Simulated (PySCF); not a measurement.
Sn(F)3(OMe) (CH₃F₃OSn), SMILES C[O][Sn]([F])([F])[F].

Geometry: PBE0-D3(BJ)/def2-SVP. The structure was generated by enumeration; whether it is a known compound was not checked. The def2 effective core potentials stand for the cores of Sn; spin–orbit coupling is left out. The values are those of a single conformer.

Vertical ionisation energy (IE) and electron affinity (EA) in eV. Rows of orbital energies are one-electron estimates. Where ΔSCF, EOM or ADC give a negative EA the extra electron is unbound and the value depends on the basis.

| level | IE | EA |
|---|---|---|
| −ε(HOMO), −ε(LUMO), PBE0/def2-TZVP (PySCF) | 9.19 | 3.21 |
| −ε(HOMO), −ε(LUMO), PBE/def2-TZVP (PySCF) | ? | ? |

Q: Complete the blanks. (The exact figures need the calculation; the answer reports its results.)

A: 
- −ε(HOMO), −ε(LUMO), PBE/def2-TZVP (PySCF), IE: 7.52
- −ε(HOMO), −ε(LUMO), PBE/def2-TZVP (PySCF), EA: 4.18
